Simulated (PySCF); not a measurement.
CdBr2, SMILES [Br][Cd][Br].

The structure is a stationary point at B3LYP-D3(BJ)/def2-SVP. The structure was generated by enumeration; whether it is a known compound was not checked. The def2 effective core potentials stand for the cores of Cd; spin–orbit coupling is left out.

Two levels are set side by side: PBE/def2-TZVPD (PySCF) and r2SCAN/def2-TZVPD (PySCF). Same geometry, gas phase. Differences are taken from unrounded values.

```tsv
quantity	PBE
orbital gap (eV)	3.86
highest occupied level (eV)	-7.18
lowest empty level (eV)	-3.32
mean polarisability (bohr³)	81.4
```

### Question
These are the PBE values. What does r2SCAN give? (An estimate is asked for; the answer gives what the named calculation found.)

### Answer

```
quantity                     r2SCAN  PBE minus r2SCAN
---------------------------  ------  ----------------
orbital gap (eV)               4.36             -0.50
highest occupied level (eV)   -7.48              0.30
lowest empty level (eV)       -3.12             -0.21
mean polarisability (bohr³)    78.2               3.2
```

Rough cost on one machine, each run with all the roots and properties that it gave: r2SCAN against PBE about 2 times.
